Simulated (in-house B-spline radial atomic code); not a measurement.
Nb⁷⁺: [He] 2s1 2p6 3s2 3p6 3d10 4s2 4p5 (with a hole in an inner shell)

Method: Dirac-Hartree-Fock, average of configuration, Fermi nucleus of rms radius 4.324 fm. Calculated with a B-spline radial code for spherical atoms.

Screening seen three ways: the hydrogenic charge with the same mean radius, Z_r = [3n² - l(l+1)]/(2<r>), the one with the same energy, Z_e = n√(-2ε), and Slater's rules. Values are occupation-weighted means over j. An effective charge above Z reflects the relativistic contraction of the inner shells.

```
shell  electrons   ε (eV)  <r> (bohr)    Z_r    Z_e  Slater
   1s          2   -19332     0.03608  41.57  37.69   40.70
   2s          1    -2940      0.1572  38.17  29.40   37.20
   2p          6  -2632.5      0.1365  36.62  27.82   37.20
   3s          2  -623.43      0.4319  31.26  20.31   30.60
   3p          6  -524.79      0.4327  28.89  18.63   30.60
   3d         10  -361.03       0.413  25.42  15.45   20.85
   4s          2  -175.72       1.068  22.47  14.37   14.60
   4p          5  -144.34       1.143  20.12  13.03   14.60
```

The least bound orbital is 4p3/2 at -143.4 eV, and it is also the most diffuse (<r> = 1.149 bohr). The part-filled 2s shell lies below the filled 4s shell in orbital energy.

Spin-orbit splittings of the orbital energies (j = l + 1/2 above j = l - 1/2 when positive): 2p 98.16 eV, 3p 17.14 eV, 3d 3.354 eV, 4p 2.913 eV.

For the 1s electron the small component carries 2.23 % of the norm, the zero-frequency Breit interaction raises the level by 35.07 eV, self-energy by 19.49 eV, and vacuum polarisation lowers it by 2.213 eV.
